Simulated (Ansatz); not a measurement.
`OB(Cl)C=S` at its PBE0-D4/def2-TZVP geometry, where that method's forces vanish. Total charge 0; spin multiplicity 1.

```json
{"atom": "O1", "x (Å)": "0.365", "y (Å)": "-1.521", "z (Å)": "0.246"}
{"atom": "B2", "x (Å)": "-0.229", "y (Å)": "-0.522", "z (Å)": "-0.412"}
{"atom": "Cl3", "x (Å)": "-1.199", "y (Å)": "-0.864", "z (Å)": "-1.831"}
{"atom": "C4", "x (Å)": "-0.065", "y (Å)": "0.972", "z (Å)": "0.079"}
{"atom": "S5", "x (Å)": "0.824", "y (Å)": "1.310", "z (Å)": "1.382"}
{"atom": "H6", "x (Å)": "0.859", "y (Å)": "-1.158", "z (Å)": "1.001"}
{"atom": "H7", "x (Å)": "-0.554", "y (Å)": "1.783", "z (Å)": "-0.464"}
```

For each bond, give half the difference of the two atoms' forces along it (eV/Å; positive pushes the atoms apart) under PBE-D4, r2SCAN-D4, B3LYP-D4, ωB97M-V in def2-TZVPP. (Best estimate.)

Ansatz gave: 
```tsv
bond	length (Å)	PBE-D4	r2SCAN-D4	B3LYP-D4	ωB97M-V
O1–B2	1.336	0.44	0.18	0.11	0.11
O1–H6	0.973	0.43	0.03	-0.04	-0.14
B2–Cl3	1.753	0.08	0.06	0.14	0.06
B2–C4	1.581	-0.34	-0.17	-0.11	0.08
C4–S5	1.613	0.59	0.31	0.29	-0.15
C4–H7	1.091	0.07	-0.05	-0.13	-0.09
```

B3LYP here is the variant with VWN-RPA as its local correlation; programs differ in this.
